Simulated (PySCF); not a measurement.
# XPS shifts beside NMR shieldings

C5H8OSi.
Cartesian coordinates in Å at the PBE0-D3(BJ)/def2-SVP level; atoms count from 1:
```xyz
15
C5H8OSi angstrom
C      3.7221   -0.4416   -0.2409
C      2.4987   -0.7273   -0.7110
C      1.3022   -0.1016   -0.2694
C      0.2642    0.4304    0.1002
Si    -1.2999    1.2138    0.6464
O     -2.5722    0.1607    0.4856
C     -2.9295   -0.4677   -0.7140
H      4.6034   -0.9581   -0.6280
H      3.8722    0.3124    0.5357
H      2.3828   -1.4893   -1.4914
H     -1.5138    2.4377   -0.1853
H     -1.2239    1.5619    2.0878
H     -3.7789   -1.1397   -0.5200
H     -3.2401    0.2607   -1.4860
H     -2.1005   -1.0710   -1.1266
```

Binding energies: PySCF 2.14.0, delta-SCF UKS SCAN, pcX-2 on the ionised atom, pcseg-1 elsewhere, spin-free X2C. Shieldings: GIAO PBE0/pcSseg-1, non-relativistic, same geometry.

| atom | isotropic shielding (ppm) |
| --- | --- |
| C1 | 44.6 |
| C2 | 59.7 |
| C3 | 71.0 |
| C4 | 86.3 |
| C7 | 131.5 |

Problem. What are the C 1s binding energies of these atoms?

Solution. 
| atom | environment | C 1s (eV) | isotropic shielding (ppm) |
| --- | --- | --- | --- |
| C4 | alkyne carbon | 289.63 | 86.3 |
| C1 | terminal =CH2 carbon | 290.39 | 44.6 |
| C3 | alkyne carbon | 290.52 | 71.0 |
| C2 | alkene CH carbon | 291.42 | 59.7 |
| C7 | methoxy carbon | 292.31 | 131.5 |

Problem. Among the listed atoms, is the one with the highest binding energy also the least shielded?

Solution. No. The highest binding energy is at C7 (292.31 eV, shielding 131.5 ppm), the lowest shielding at C1 (44.6 ppm, 290.39 eV).

By binding energy: C4 < C1 < C3 < C2 < C7. By shielding: C1 < C2 < C3 < C4 < C7.

Spin contamination (⟨S²⟩ against 0.75 for a pure doublet) is marked for C 1s of C2 (0.92), C 1s of C3 (0.92) and C 1s of C4 (0.86), which makes these values less certain. The structure is a single PBE0-D3(BJ)/def2-SVP conformer in the gas phase; no vibrational or solvent corrections.
